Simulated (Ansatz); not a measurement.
MoN(NH2)3 (MoN₄H₆). Total charge 0; singlet. Geometry B3LYP-D4/def2-SVP, basis def2-TZVP, Ansatz.

| run | HOMO (eV) | LUMO (eV) |
| --- | --- | --- |
| A | -5.58 | -1.58 |
| B | -6.87 | -0.77 |
| C | -5.86 | -1.50 |
| D | -9.55 | 1.46 |

In the def2 sets Mo takes a core potential; there is no spin–orbit coupling. LC-ωPBE has ω = 0.4 bohr⁻¹. No other spin state of charge 0 was run.

The runs used LC-ωPBE, PBE, PBE0, r2SCAN. Estimate which is which.

A PBE (0 % exact exchange); B PBE0 (25 % exact exchange); C r2SCAN (0 % exact exchange); D LC-ωPBE (range-separated). Exact exchange lowers occupied and raises empty levels; among semilocal functionals meta-GGAs tend to open the gap a little, and such runs are hard to tell apart. The gap grows from 4.00 eV (PBE) to 11.01 eV (LC-ωPBE). The restricted singlet is unstable towards broken spin symmetry in Hartree–Fock (as tested in another run); at PBE-D4/def2-TZVP, PBE0-D4/def2-TZVP, r2SCAN-D4/def2-TZVP, LC-ωPBE/def2-TZVP this wasn't settled.
